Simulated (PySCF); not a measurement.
BHN, SMILES [B]=N, multiplicity 2. Geometry optimised at B3LYP-D3(BJ)/def2-TZVPD. The isomer is the one that the SMILES or the coordinates give; other isomers of the formula were not compared.

Computed equilibrium geometry at B3LYP-D3(BJ)/def2-TZVPD (PySCF confirms it by a frequency run) as a Z-matrix, and its point group:
point group C∞v.
```
N
B 1 1.2342
H 1 0.9934 2 180.00
```
Charge 0, spin multiplicity 2.
